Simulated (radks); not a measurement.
Re I, configuration [Xe] 4f14 5d5 6s2. Method: non-relativistic Kohn-Sham, LDA (Slater exchange, Perdew-Wang correlation), spin-polarised, spherical densities, point nucleus; open shells are filled with parallel spins first (spin-orbit coupling, left out, can overturn this in heavy ions); relativity is left out, which matters for an element this heavy; computed with a radial shooting solver on a logarithmic mesh with Libxc functionals.

Radial electron density D(r) = 4 pi r^2 rho(r):

```
   r/bohr * D(r) (the largest magnitude, 133, reaches the edge; | marks zero)
 0.002706 |       *
  0.00315 |         *
 0.003697 |           *
 0.004304 |              *
 0.005051 |                  *
  0.00588 |                     *
 0.006845 |                         *
 0.008033 |                             *
 0.009352 |                                 *
  0.01097 |                                    *
  0.01278 |                                      *
  0.01499 |                                       *
  0.01745 |                                      *
  0.02032 |                                     *
  0.02384 |                                    *
  0.02776 |                                   *
  0.03257 |                                     *
  0.03792 |                                         *
   0.0445 |                                               *
  0.05181 |                                                    *
  0.06031 |                                                      *
  0.07078 |                                                     *
   0.0824 |                                                 *
  0.09669 |                                             *
   0.1126 |                                            *
   0.1321 |                                               *
   0.1538 |                                                  *
    0.179 |                                                *
   0.2101 |                                         *
   0.2446 |                                *
    0.287 |                           *
   0.3341 |                            *
   0.3921 |                               *
   0.4565 |                               *
   0.5314 |                         *
   0.6236 |                 *
    0.726 |           *
    0.852 |        *
   0.9918 |      *
    1.164 |     *
    1.355 |    *
    1.577 |  *
    1.851 | *
    2.155 |*
    2.529 |*
    2.944 |*
    3.455 *
    4.022 *
    4.682 *
    5.495 *
    6.397 *
    7.507 *
    8.739 *
    10.26 *
    11.94 *
```

D(r) has 4 maxima, at r = 0.0150, 0.0623, 0.161, 0.418 bohr, and minima at 0.0265, 0.108, 0.299 bohr, inside which lie 1.95, 11.48, 30.24 electrons.
